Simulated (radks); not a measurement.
Results of a calculation; reference values are marked as such.
Problem. Hf+, configuration [Xe] 4f14 5d1 6s2. Level of theory: scalar-relativistic Kohn-Sham, PBEsol, spin-polarised, spherical densities, finite nucleus; open shells are filled with parallel spins first (spin-orbit coupling, left out, can overturn this in heavy ions); Fermi nuclear charge, rms radius 5.347 fm (a radial shooting solver on a logarithmic mesh with Libxc functionals). Some entries of the table are withheld. Estimate them.

| orbital | occ. | eigenvalue (eV) | <r> (bohr) | <1/r> (bohr^-1) |
|---|---|---|---|---|
| 1s down | 1 | -65249.97 | 0.01900 | 83.75 |
| 1s up | 1 | -65249.97 | 0.01900 | 83.75 |
| 2s up | 1 | -11167.76 | 0.08040 | 19.56 |
| 2s down | 1 | -11167.72 | 0.08040 | 19.56 |
| 2p up | 3 | -9810.686 | 0.07174 | 17.85 |
| 2p down | 3 | -9810.659 | 0.07174 | 17.85 |
| 3s up | 1 | -2551.554 | 0.2088 | 7.235 |
| 3s down | 1 | -2551.549 | 0.2088 | 7.235 |
| 3p up | 3 | -2145.966 | 0.2086 | 6.710 |
| 3p down | 3 | -2145.961 | 0.2086 | 6.710 |
| 3d up | 5 | -1665.024 | 0.1890 | 6.349 |
| 3d down | 5 | -1665.006 | 0.1890 | 6.349 |
| 4s up | 1 | -521.1430 | 0.4684 | 3.067 |
| 4s down | 1 | -521.1232 | 0.4684 | 3.067 |
| 4p up | 3 | -388.0259 | 0.4978 | 2.792 |
| 4p down | 3 | -388.0074 | 0.4978 | 2.792 |
| 4d up | 5 | -215.8501 | 0.5354 | 2.475 |
| 4d down | 5 | -215.8251 | 0.5353 | 2.475 |
| 5s up | 1 | -76.5076 | 1.134 | 1.174 |
| 5s down | 1 | -76.1446 | 1.131 | 1.177 |
| 5p up | 3 | -44.9960 | 1.335 | 0.9793 |
| 5p down | 3 | -44.4830 | 1.331 | 0.9830 |
| 4f up | 7 | (1) | 0.6768 | 1.917 |
| 4f down | 7 | (2) | 0.6744 | 1.920 |
| 6s up | 1 | -12.1178 | 3.084 | 0.4090 |
| 6s down | 1 | -11.6210 | 3.130 | 0.4021 |
| 5d up | 1 | -11.0364 | 2.156 | 0.6027 |
| 5d down | 0 | -10.3692 | 2.180 | 0.5993 |

Solution. 
(1) 4f up eigenvalue (eV): -26.2251
(2) 4f down eigenvalue (eV): -26.1325
